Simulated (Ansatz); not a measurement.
Molecule: C5H11B (charge 0, singlet). 
Geometry from a B3LYP-D3(BJ)/def2-TZVP (Ansatz, a program for electronic structure) optimisation:
```xyz
17

C      2.3048     0.0343    -0.8497
C      1.4015    -0.6655    -0.1703
C      0.5428    -0.1290     0.9419
B     -0.8727     0.1281     0.2784
C     -1.8282    -1.0750    -0.0385
C     -1.2921     1.6001    -0.0632
H      2.5227     1.0680    -0.6055
H      2.8652    -0.4056    -1.6643
H      1.2164    -1.6964    -0.4591
H      0.4722    -0.8766     1.7390
H      0.9881     0.7797     1.3524
H     -1.4129    -2.0655     0.1549
H     -2.7278    -0.9666     0.5821
H     -2.1902    -1.0399    -1.0708
H     -2.1771     1.6958    -0.6945
H     -0.4675     2.1512    -0.5257
H     -1.4980     2.1259     0.8788
```

Atomisation energy built up term by term with Ansatz (kcal/mol; UHF references for open shells; valence terms freeze the core; atomic spin-orbit terms are left out). CBS(X,Y): correlation extrapolated as X^-3; Hartree-Fock from the larger set.

```json
[
 {"term": "Hartree-Fock", "basis": "cc-pVQZ", "kcal/mol": "1262.86"},
 {"term": "CCSD correlation", "basis": "CBS(cc-pVTZ,cc-pVQZ)", "kcal/mol": "354.56"},
 {"term": "(T)", "basis": "CBS(cc-pVTZ,cc-pVQZ)", "kcal/mol": "21.62"},
 {"term": "core correlation", "basis": "cc-pwCVTZ", "kcal/mol": "7.05"},
 {"term": "scalar relativity (X2C)", "basis": "cc-pVTZ-DK against cc-pVTZ", "kcal/mol": "-0.97"},
 {"term": "sum: De", "basis": "", "kcal/mol": "1645.1"}
]
```

(T) makes 1.3 % of the CCSD(T) atomisation energy; under 5 % is typical of single-reference molecules.
